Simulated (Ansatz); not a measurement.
Geometry optimisation, Ansatz, RKS PBE/def2-SVP.

Input file:

```yaml
crystal:
  periodic: [false, false, false]
  atoms:
    - { symbol: B, position_ang: [0.080258, -0.652094, -0.451092] }
    - { symbol: H, position_ang: [0.007864, 0.181256, 1.799498] }
    - { symbol: Cl, position_ang: [1.517115, 0.344586, -0.645558] }
    - { symbol: Cl, position_ang: [-1.503457, -0.024781, -0.895705] }
    - { symbol: S, position_ang: [0.325771, -2.402932, 0.123397] }
    - { symbol: H, position_ang: [-0.987124, -2.752855, 0.027001] }
    - { symbol: H, position_ang: [0.023572, -0.53038, 1.915758] }
basis:
  gaussian: { orbitals: def2-SVP }
hamiltonian:
  xc: pbe
relax:
  f_tol: 0.03
  max_steps: 50
```

Launched with:

```bash
$ ansatz run input.yaml --threads 1 --pin off --max-ram 2048MiB --backend cpu --events-out ev --progress --plain --runs-dir out
```

**Question.** Where does it end, and by what steps?

**Answer.** The forces met the threshold. The force dipped under the threshold on the way, but the program's further checks kept it going. After 23 steps the energy has fallen by 0.278 eV; H2 moved furthest, 1.10 Å.

| step | energy less start (eV) | largest force component (eV/Å) | accepted |
| --- | --- | --- | --- |
| 0 | 0.0000 | 1.972 | yes |
| 1 | -0.1678 | 0.464 | yes |
| 2 | -0.2279 | 0.399 | yes |
| 3 | -0.2517 | 0.313 | yes |
| 4 | -0.2559 | 0.303 | yes |
| 5 | -0.2720 | 0.035 | yes |
| 6 | -0.2728 | 0.022 | yes |
| 7 | -0.2732 | 0.017 | yes |
| 8 | -0.2734 | 0.026 | yes |
| 9 | -0.2693 | 0.389 | no |
| 10 | -0.2736 | 0.036 | yes |
| 11 | -0.2738 | 0.109 | yes |
| 12 | -0.2740 | 0.092 | yes |
| 13 | -0.2745 | 0.087 | yes |
| 14 | -0.2747 | 0.090 | yes |
| 15 | -0.2750 | 0.109 | yes |
| 16 | -0.2746 | 0.179 | no |
| 17 | -0.2754 | 0.060 | yes |
| 18 | -0.2764 | 0.087 | yes |
| 19 | -0.2767 | 0.155 | yes |
| 20 | -0.2772 | 0.097 | yes |
| 21 | -0.2780 | 0.038 | yes |
| 22 | -0.2780 | 0.038 | no |
| 23 | -0.2781 | 0.024 | yes |

```xyz
7
Properties=species:S:1:pos:R:3
B 0.124 -0.769 -0.885
H -0.165 0.278 2.879
Cl 1.570 0.155 -1.282
Cl -1.466 -0.134 -1.307
S 0.354 -2.351 -0.049
H -0.970 -2.663 0.039
H 0.017 -0.352 2.478
```

Whether the end is a true minimum wasn't checked by a vibrational analysis.

Time of the run: 65 s on 1 thread of Arm Neoverse V1, with other jobs on the host, peak memory 0.12 GiB.
